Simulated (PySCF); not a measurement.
A series of substituents X on one scaffold: NC-X. Gas-phase values, no solvent. Strings in code marks are SMILES.

All values below come from PBE-D3(BJ)/def2-TZVP // B3LYP-D3(BJ)/def2-TZVP (PySCF 2.14.0). All candidates: neutral, multiplicity 1. Delta-SCF ions had no search for a lower state. Excitations are Tamm–Dancoff values on a coarser integration grid. The basis has no diffuse functions, so Rydberg states are missing or too high.

```json
{
 "vertical ionisation energy (Delta-SCF)": "9.71 eV",
 "dipole_moment": "4.84 D",
 "T1 excitation (TDA)": "5.38 eV"
}
```

Task: Name which member has these values.
A. `CNC#N`
B. `N#CS`
C. `CCC#N`
D. `N#CO[SiH3]`

Result: A, `CNC#N`. The others give `CCC#N`: 11.50 eV, 4.04 D, 6.49 eV; `N#CO[SiH3]`: 10.90 eV, 4.63 D, 5.38 eV; `N#CS`: 10.63 eV, 3.49 D, 4.73 eV
